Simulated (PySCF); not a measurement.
Nb(NEt)Me3, C5H14NNb (singlet state).
Structure used (PBE0-D3(BJ)/def2-SVP), in Å, numbered top down from 1:
```xyz
21
C5H14NNb angstrom
Nb    -0.175    0.238   -0.924
N     -0.159    0.259    0.816
C     -0.125    0.233    2.235
C      0.628   -0.974    2.779
H      0.344    1.164    2.607
H     -1.160    0.235    2.627
H      0.630   -0.970    3.880
H      0.160   -1.908    2.436
H      1.671   -0.968    2.429
C      1.905    0.216   -1.497
H      1.980    0.270   -2.601
H      2.407   -0.709   -1.164
H      2.466    1.067   -1.073
C     -1.203    2.046   -1.502
H     -1.318    2.066   -2.603
H     -0.630    2.940   -1.201
H     -2.206    2.132   -1.050
C     -1.213   -1.579   -1.451
H     -2.210   -1.650   -0.984
H     -0.638   -2.469   -1.138
H     -1.342   -1.623   -2.550
```

Theory: PySCF 2.14.0, density-fitted response routines, TDDFT B3LYP/def2-SVPD, vertical, gas phase, core orbitals frozen in the response, def2 core potentials past Kr. Spin–orbit coupling is left out.

Kohn–Sham orbitals with the atoms that hold most of them (Löwdin shares over 4%, at most four atoms; ? is withheld):

```json
{"orbital": "HOMO-3", "ε (eV)": "-7.67", "atoms": "Nb1 33%, C14 24%, N2 13%, C10 7%"}
{"orbital": "HOMO-2", "ε (eV)": "-7.65", "atoms": "Nb1 32%, C18 20%, C10 18%, N2 10%"}
{"orbital": "HOMO-1", "ε (eV)": "-6.88", "atoms": "?"}
{"orbital": "HOMO", "ε (eV)": "-6.85", "atoms": "?"}
{"orbital": "LUMO", "ε (eV)": "-1.27", "atoms": "Nb1 62%, C18 7%, C10 7%, N2 6%"}
{"orbital": "LUMO+1", "ε (eV)": "-1.25", "atoms": "Nb1 62%, C14 8%, N2 6%, C10 5%"}
{"orbital": "LUMO+2", "ε (eV)": "-0.29", "atoms": "Nb1 52%, C18 6%, C10 6%, C14 6%"}
```

Problem. Which atoms hold the HOMO-1, and with what shares?

Solution. N2 (bonded to C and Nb) 36%; Nb1 (bonded to 3 C and N) 22%; C14 (bonded to Nb and 3 H) 12%; C3 (bonded to C, N and 2 H) 6%. By element: nitrogen 36%, niobium 22%, carbon 19% or more.

Problem. Which atoms hold the HOMO, and with what shares?

Solution. N2 (bonded to C and Nb) 38%; Nb1 (bonded to 3 C and N) 22%; C18 (bonded to Nb and 3 H) 9%; C3 (bonded to C, N and 2 H) 9%. By element: nitrogen 38%, niobium 22%, carbon 18% or more.

Problem. The HOMO–LUMO gap is 5.58 eV. Where does the response calculation put the lowest singlet, and from which orbitals?

Solution. S1 is at 4.17 eV (f = 0.0000), 1.42 eV below the gap, made of HOMO→LUMO (62%), HOMO-1→LUMO+1 (37%). Without the coupling terms of the response equations the lowest excitation would equal the gap.

For S1 the Löwdin share of niobium is 22% in HOMO and 62% in LUMO.

Next come S2 at 4.35 eV (f 0.0006), HOMO→LUMO+1 (49%), HOMO-1→LUMO (49%); S3 at 4.35 eV (f 0.0005), HOMO-1→LUMO+1 (61%), HOMO→LUMO (36%); S4 at 4.76 eV (f 0.016), HOMO→LUMO+1 (45%), HOMO-1→LUMO (44%); S5 at 4.81 eV (f 0.0003), HOMO-2→LUMO (60%), HOMO-3→LUMO+1 (39%).

Orbitals of the list HOMO-3 to LUMO+2 that lie within 0.01 eV of each other are written together with a slash and their weights summed (≥ marks a lower bound); for degenerate orbitals outside that list single weights are arbitrary.

Löwdin shares depend on the basis, the more so with diffuse functions.
